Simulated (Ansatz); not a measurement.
SnClH3 (SnH₃Cl). The state is a singlet with charge 0. Geometry PBE0-D4/def2-TZVP; atoms count from 1.

```
atom   x (Å)   y (Å)   z (Å)
 Sn1   0.102   0.045   0.145
 Cl2  -1.204  -0.528  -1.701
  H3   1.708  -0.312  -0.284
  H4  -0.456  -0.911   1.434
  H5  -0.150   1.706   0.406
```

In the def2 sets Sn takes a core potential; there is no spin–orbit coupling.

Q: Estimate the Mulliken populations from the PBE0/def2-TZVP orbitals of Ansatz.

A: 
```csv
atom,charge (e)
Sn1,0.51
Cl2,-0.40
H3,-0.04
H4,-0.04
H5,-0.04
```
Mulliken values and Mayer orders depend strongly on the basis.

Q: And the Mayer bond orders between bonded heavy atoms (over 0.3)?

A: Sn1–Cl2 0.94 (2.33 Å).
